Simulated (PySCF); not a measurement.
# Electron correlation in Ag (silver, neutral)

[Kr] 4d10 5s1, 2S determinant. All numbers are calculated (PySCF 2.14, scalar relativity through the core potential, in def2-TZVPPD with the def2 core potential (28 electrons)). Frozen: 4s2 4p6; 11 electrons correlated.

```csv
level,correlation energy (mhartree)
CCSD,-357.28
(T),-12.60
CCSD(T),-369.88
```

Diagnostics: T1 = 0.016, D1 = 0.0738, largest double amplitude 0.023.

Cost of the coupled-cluster step: roughly 10 core-seconds, for 11 correlated electrons.

Iterations:

```
CC2 = 0
CCSD nocc = (np.int64(6), np.int64(5)), nmo = (52, 52)
frozen orbitals [[0, 1, 2, 3], [0, 1, 2, 3]]
max_cycle = 100
direct = 0
conv_tol = 1e-08
conv_tol_normt = 1e-06
diis_space = 8
diis_start_cycle = 0
Init t2, MP2 energy = -0.385292643741428
Init E_corr(UCCSD) = -0.385292643816398
cycle = 1  E_corr(UCCSD) = -0.350453527790093  dE = 0.034839116  norm(t1,t2) = 0.0625395
cycle = 2  E_corr(UCCSD) = -0.357158087553206  dE = -0.00670455976  norm(t1,t2) = 0.0176376
cycle = 3  E_corr(UCCSD) = -0.356728002482044  dE = 0.000430085071  norm(t1,t2) = 0.00891902
cycle = 4  E_corr(UCCSD) = -0.357244490834982  dE = -0.000516488353  norm(t1,t2) = 0.00330357
cycle = 5  E_corr(UCCSD) = -0.357298657096525  dE = -5.41662615e-05  norm(t1,t2) = 0.000246261
cycle = 6  E_corr(UCCSD) = -0.357282893236366  dE = 1.57638602e-05  norm(t1,t2) = 7.93098e-05
cycle = 7  E_corr(UCCSD) = -0.357282697510681  dE = 1.95725684e-07  norm(t1,t2) = 1.31095e-05
cycle = 8  E_corr(UCCSD) = -0.357283102099731  dE = -4.0458905e-07  norm(t1,t2) = 3.22847e-06
cycle = 9  E_corr(UCCSD) = -0.357283136660318  dE = -3.45605871e-08  norm(t1,t2) = 8.80685e-07
cycle = 10  E_corr(UCCSD) = -0.357283115256588  dE = 2.14037304e-08  norm(t1,t2) = 2.15186e-07
cycle = 11  E_corr(UCCSD) = -0.357283120286263  dE = -5.02967479e-09  norm(t1,t2) = 4.49602e-08
UCCSD converged
E(UCCSD) = -146.4742414596208  E_corr = -0.3572831202862628
UCCSD(T) correction = -0.0125971771287046
```
